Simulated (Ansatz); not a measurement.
Program: Ansatz 0.2.0.

Basis-set series for `[S+]#[Ge-]`. Charge 0, multiplicity 1. Geometry: relaxed with PBE0-D4/def2-TZVP.

```json
{"functional": "PBE0-D4", "basis": "def2-SVP", "functions": "50", "energy (Eh)": "-2474.44084", "HOMO (eV)": "-7.90", "LUMO (eV)": "-2.26"}
{"functional": "PBE0-D4", "basis": "def2-TZVPP", "functions": "90", "energy (Eh)": "-2474.83815", "HOMO (eV)": "-7.91", "LUMO (eV)": "-2.35"}
{"functional": "ωB97M-V", "basis": "def2-SVP", "functions": "50", "energy (Eh)": "-2474.71204", "HOMO (eV)": "-9.91", "LUMO (eV)": "-0.24"}
{"functional": "ωB97M-V", "basis": "def2-TZVPP", "functions": "90", "energy (Eh)": "-2475.10695", "HOMO (eV)": "-9.96", "LUMO (eV)": "-0.39"}
```

Task: Give the rows for def2-QZVPP. (Best estimate.)

Result: The calculation gave: 
```
functional       basis  functions  energy (Eh)  HOMO (eV)  LUMO (eV)
   PBE0-D4  def2-QZVPP        159  -2474.89522      -7.95      -2.41
   ωB97M-V  def2-QZVPP        159  -2475.16222     -10.02      -0.53
```

Scalar relativity is left out up to krypton.
